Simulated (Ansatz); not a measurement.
Consider the redistribution: `Cl[SiH2]O[SiH](Cl)Cl` + `[SiH3][NH][GeH3]` → `[SiH3]N[SiH2]Cl` + `Cl[SiH](Cl)[O][GeH3]`.

Calculated with Ansatz (gas phase, PBE0-D4/def2-TZVP geometries, no zero-point term in ΔE). CBS: MP2 limit from def2 TZ/QZ plus the TZ coupled-cluster correction, frozen cores. Functionals use def2-TZVPP. B3LYP here is the variant with VWN-RPA as its local correlation; programs differ in this. For Ge outer-core shells are correlated without core-valence functions, which leaves a few kJ/mol of doubt a bond. Scalar relativity is left out up to krypton. Each species was taken in one conformer, which may not be the lowest.

| level | ΔE (kJ/mol) | difference from CCSD(T)/CBS |
| --- | --- | --- |
| PBE-D4 | 4.1 | -5.2 |
| r2SCAN-D4 | 6.6 | -2.7 |
| PBE0-D4 | 6.5 | -2.8 |
| B3LYP-D4 | 7.4 | -1.9 |
| ωB97X-V | 6.4 | -2.9 |
| ωB97M-V | 6.5 | -2.8 |
| B2PLYP | 7.5 | -1.8 |
| PBE | 3.9 | -5.4 |
| r2SCAN | 6.4 | -2.9 |
| PBE0 | 6.3 | -3.0 |
| B3LYP | 7.2 | -2.1 |
| HF/def2-TZVPP | 10.3 | 1.0 |
| MP2/def2-TZVPP | 8.4 | -0.9 |
| SCS-MP2/def2-TZVPP | 8.3 | -1.0 |
| CCSD/def2-TZVPP | 9.5 | 0.2 |
| CCSD(T)/def2-TZVPP | 8.5 | -0.8 |
| HF/def2-QZVPP | 10.4 | 1.1 |
| MP2/def2-QZVPP | 8.9 | -0.4 |
| SCS-MP2/def2-QZVPP | 8.6 | -0.7 |
| HF/CBS(def2) | 10.4 | 1.1 |
| MP2/CBS(def2) | 9.2 | -0.1 |
| CCSD/CBS(def2) | 10.3 | 1.0 |
| CCSD(T)/CBS | 9.3 | 0 |

Largest T1 diagnostic among the species: 0.011.
